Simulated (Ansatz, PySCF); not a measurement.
This Ansatz (a program for electronic structure) input computes a B3LYP/def2-TZVPD energy:

Ansatz 0.2 input:
```yaml
crystal:
  periodic: [false, false, false]
  atoms:
    - {symbol: C, position_ang: [-0.59228948, -0.52606573, -0.26945992]}
    - {symbol: C, position_ang: [0.65778676, -0.50181518, -0.12513488]}
    - {symbol: O, position_ang: [-0.06076252, 0.77407937, 0.39623013]}
    - {symbol: H, position_ang: [-1.61871875, -0.79151559, -0.45819802]}
    - {symbol: H, position_ang: [1.70961185, -0.72694846, -0.07393229]}
    - {symbol: H, position_ang: [0.00222339, 1.49311459, -0.27014195]}
basis:
  gaussian:
    orbitals: def2-TZVPD
hamiltonian:
  xc: {name: B3LYP}
total_charge: 1
output: {forces: true}
```

**Question.** Write an input for the same energy in PySCF and say what it gives.

**Answer.** 
```python
from pyscf import gto, scf, dft

mol = gto.M(
    atom='''
    C    -0.59228948   -0.52606573   -0.26945992
    C     0.65778676   -0.50181518   -0.12513488
    O    -0.06076252    0.77407937    0.39623013
    H    -1.61871875   -0.79151559   -0.45819802
    H     1.70961185   -0.72694846   -0.07393229
    H     0.00222339    1.49311459   -0.27014195
    ''',
    basis='def2-tzvpd',
    charge=1,
    spin=0,
    verbose=4,
)

mf = dft.RKS(mol, xc='b3lyp').density_fit(auxbasis='def2-universal-jkfit')
mf.grids.level = 3
mf.conv_tol = 1e-9
mf.max_cycle = 100
mf.max_memory = 1500
mf.kernel()
if not mf.converged:
    mf = mf.newton()
    mf.kernel(mf.make_rdm1())
mf.analyze()
```
It gives -152.85535 Eh, and Ansatz -152.85529 Eh, a difference of 0.06 mEh, from the treatment of integrals and grids.

It need not be the lowest isomer of its formula.
